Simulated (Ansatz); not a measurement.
Geometry optimisation, RKS B3LYP-D4/def2-SVP in Ansatz.

The input (input.yaml):

```yaml
crystal:
  periodic: [false, false, false]
  atoms:
    - { symbol: W, position_ang: [-0.06241, -0.394022, 0.061031] }
    - { symbol: F, position_ang: [0.044833, 0.048274, 1.884965] }
    - { symbol: H, position_ang: [1.294092, 0.249983, -0.697302] }
    - { symbol: H, position_ang: [-0.064314, 1.27453, -0.056553] }
    - { symbol: H, position_ang: [-1.519628, 0.388996, -0.107318] }
    - { symbol: Cl, position_ang: [-0.76124, -2.266298, -1.071197] }
    - { symbol: H, position_ang: [-0.387482, 0.286166, -1.432834] }
    - { symbol: Cl, position_ang: [2.391046, -2.005446, 2.110273] }
    - { symbol: H, position_ang: [1.698303, -1.012882, 2.676736] }
basis:
  gaussian: { orbitals: def2-SVP }
hamiltonian:
  xc: b3lyp
  dispersion: d4
relax:
  f_tol: 0.03
  max_steps: 50
```

Launched with:

```bash
$ ansatz run input.yaml --threads 2 --pin off --max-ram 3072MiB --backend cpu --events-out ev --progress --plain --runs-dir out
```

Where does it end, and by what steps?

The forces met the threshold. After 8 steps the energy has fallen by 0.199 eV; Cl8 moved furthest, 0.58 Å. Joined: W1–Cl8 (3.58 → 2.91 Å).

| step | energy less start (eV) | largest force component (eV/Å) | accepted |
| --- | --- | --- | --- |
| 0 | 0.0000 | 0.891 | yes |
| 1 | -0.0763 | 0.667 | yes |
| 2 | -0.1322 | 0.739 | yes |
| 3 | -0.1624 | 0.724 | yes |
| 4 | -0.1708 | 0.551 | yes |
| 5 | -0.1922 | 0.203 | yes |
| 6 | -0.1980 | 0.072 | yes |
| 7 | -0.1987 | 0.061 | yes |
| 8 | -0.1992 | 0.028 | yes |

```xyz
9
Properties=species:S:1:pos:R:3
W 0.072 -0.361 0.153
F -0.045 0.245 1.962
H 1.380 0.332 -0.658
H -0.096 1.279 -0.107
H -1.447 0.288 -0.071
Cl -0.623 -2.316 -0.854
H -0.316 0.177 -1.380
Cl 2.058 -1.880 1.650
H 1.650 -1.195 2.674
```

Whether the end is a true minimum wasn't checked by a vibrational analysis.

Time of the run: 40 s on 2 threads of Intel(R) Xeon(R) Platinum 8259CL CPU @ 2.50GHz (Skylake/Cascade Lake), on a shared host, peak memory 0.27 GiB.
